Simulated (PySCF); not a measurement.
## Excitation energy of Ge by level of theory

Ge [Ar] 3d10 4s2 4p2 (3P) → Ge [Ar] 3d10 4s1 4p3 (5S), as a difference of total energies. Computed with PySCF 2.14 in aug-cc-pVTZ-PP with ECP10MDF (6s5p4d2f, 55 functions), with a scalar-relativistic core potential. Correlated levels: valence: 3s2 3p6 3d10 frozen. The calculations carry no spin-orbit coupling.

```json
{"method": "UHF", "excitation energy (cm⁻¹)": "28117"}
{"method": "LDA", "excitation energy (cm⁻¹)": "47915"}
{"method": "PBE", "excitation energy (cm⁻¹)": "45953"}
{"method": "PBE0", "excitation energy (cm⁻¹)": "42802"}
{"method": "r2SCAN", "excitation energy (cm⁻¹)": "40783"}
{"method": "M06", "excitation energy (cm⁻¹)": "51353"}
{"method": "MN15", "excitation energy (cm⁻¹)": "44882"}
{"method": "B2PLYP", "excitation energy (cm⁻¹)": "43779"}
{"method": "PBEsol", "excitation energy (cm⁻¹)": "45012"}
{"method": "MP2 (valence)", "excitation energy (cm⁻¹)": "35182"}
{"method": "SCS-MP2 (valence)", "excitation energy (cm⁻¹)": "38434"}
```

Errors of the correlated levels include the incompleteness of this basis and the frozen core.

Q: Which method comes closest to the reference value, and which is furthest?

A: The reference is 40958 cm⁻¹ (measured; NIST levels, between the centres of gravity of the two terms). Closest: r2SCAN (error -174.96 cm⁻¹); furthest: UHF (error -12841 cm⁻¹).
